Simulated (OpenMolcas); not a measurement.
**V2+ in a point-charge field**

V2+ among 6 point charges of -2 e arranged as an octahedron (Oh), 1.66 Å from the ion. The active orbitals were held to one l.
```
   1.6600    0.0000    0.0000  -2.00
   0.0000    1.6600    0.0000  -2.00
  -1.6600    0.0000    0.0000  -2.00
   0.0000   -1.6600    0.0000  -2.00
   0.0000    0.0000    1.6600  -2.00
   0.0000    0.0000   -1.6600  -2.00
```

| Property | Result |
| --- | --- |
| Program | OpenMolcas 26.06 |
| Method | CASSCF |
| Basis | ANO-RCC-VDZP [5s4p2d1f] |
| Scalar Hamiltonian | DKH2, point nucleus |
| Active space | 3 electrons in 5 orbitals (3d) |
| State averaging | 2S+1 = 4 even, 10 roots; 2S+1 = 2 even, 40 roots |
| Spin-orbit coupling | state interaction with AMFI integrals over the reference wave functions |

The lowest spin-free states (labels of O, the rotations of Oh), above the lowest:

```tsv
State	Degeneracy	E (cm-1)	Free-ion L (%)
4A2	1	0.0	F (100)
2E	2	12277	G (56)
2T1	3	12942	H (39)
4T2	3	14846	F (100)
2T2	3	18617	D (51)
4T1	3	23348	P (58)
2A1	1	25388	G (100)
2T1	3	28583	H (52)
2T2	3	29467	G (53)
2E	2	29556	H (51)
2T1	3	35575	H (38)
2T2	3	39749	F (68)
2A2	1	41005	F (100)
4T1	3	42555	F (58)
2E	2	49845	D (85)
2T1	3	53572	H (59)
2T2	3	58884	G (37)
2T1	3	63451	F (55)
2T2	3	82758	D (75)
2E	2	97401	D (45)
```

The lowest levels with spin-orbit coupling:

```csv
E (cm-1),Degeneracy,Label,2S+1,g
0.0,4,Γ8,4,
12266,4,Γ8,2,
12924,4,Γ8,2,
12964,2,Γ6,2,0.70 0.70 0.70
14806,2,Γ7,4,2.98 2.98 2.98
14833,4,Γ8,4,
14881,2,Γ6,4,2.35 2.35 2.35
14886,4,Γ8,4,
18590,4,Γ8,2,
18679,2,Γ7,2,2.05 2.05 2.05
23344,4,Γ8,4,
23347,2,Γ7,4,1.99 1.99 1.99
23362,4,Γ8,4,
23365,2,Γ6,4,3.32 3.32 3.32
25397,2,Γ6,2,2.08 2.08 2.08
28534,2,Γ6,2,0.79 0.79 0.79
28613,4,Γ8,2,
29457,2,Γ7,2,0.14 0.14 0.14
29458,4,Γ8,2,
29579,4,Γ8,2,
```

Powder χT (cm3 K/mol): 1.83 at 2 K, 1.84 at 10 K, 1.84 at 50 K, 1.85 at 100 K, 1.86 at 200 K, 1.87 at 300 K. The effective moment at 300 K is 2.828 √(χT) = 3.87 μB.

The lowest level has 2S+1 = 4, for which the spin-only value is χT = S(S+1) / 2 = 1.875 cm3 K/mol (g = 2). The computed 1.870 at 300 K differs by -0.005, through a little spin-orbit mixing out of the ground term, against the free-electron g of 2.0023, which raises it.

Without dynamic correlation the repulsion within the d shell is too large (B by tens of per cent), so at a given field states of lower spin stand too high. Point charges carry no covalency, so the field is a model and not that of real ligands. No measured value stands beside these numbers.

The RASSCF and RASSI steps took 13 s on 1 thread of Intel(R) Xeon(R) Platinum 8488C (Sapphire Rapids) (shared host); the integral step is not counted.
